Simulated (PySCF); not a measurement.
## Electronic structure of I (iodine, neutral) at the UHF level

Configuration: [Kr] 4d10 5s1 5p6, 2S determinant (an excited configuration). Computed with PySCF 2.14 in ANO-RCC-VTZP (7s6p4d2f1g, 68 functions), with the spin-free X2C one-electron Hamiltonian (Gaussian nucleus).

| Property | Result |
| --- | --- |
| Total energy | -7111.961086 hartree |
| One-electron energy | -9748.1716 hartree |
| Hartree (Coulomb) energy | 2816.4488 hartree |
| Exchange energy | -180.2382 hartree |
| ⟨S²⟩ | 0.7833 |
| ⟨L²⟩ | 0.000 |
| Sum of ⟨r⟩ | 38.54 bohr |
| Sum of ⟨r²⟩ | 64.53 bohr² |
| Langevin diamagnetic susceptibility | -51.1 ×10⁻⁶ cm³/mol |

```
shell  electrons  mean orbital energy (hartree)  rms radius, mean of both spins (bohr)
 1s α          1                    -1224.86680                                 0.0311
 1s β          1                    -1224.85986                                 0.0311
 2s α          1                     -192.97337                                  0.127
 2s β          1                     -192.96754                                  0.127
 2p α          3                     -173.08988                                  0.113
 2p β          3                     -173.08732                                  0.113
 3s α          1                      -40.57804                                  0.334
 3s β          1                      -40.56655                                  0.334
 3p α          3                      -33.96015                                  0.335
 3p β          3                      -33.95423                                  0.335
 3d α          5                      -24.00005                                  0.313
 3d β          5                      -23.99785                                  0.313
 4s α          1                       -7.83319                                  0.788
 4s β          1                       -7.80624                                  0.788
 4p α          3                       -5.66074                                  0.844
 4p β          3                       -5.64711                                  0.844
 4d α          5                       -2.37656                                  0.991
 4d β          5                       -2.36356                                  0.991
 5s α          1                       -0.97748                                   2.11
 5p α          3                       -0.45831                                   2.67
 5p β          3                       -0.35275                                   2.67
```

Densities and radii are taken from the X2C orbitals without a picture-change correction, which distorts them close to the nucleus.
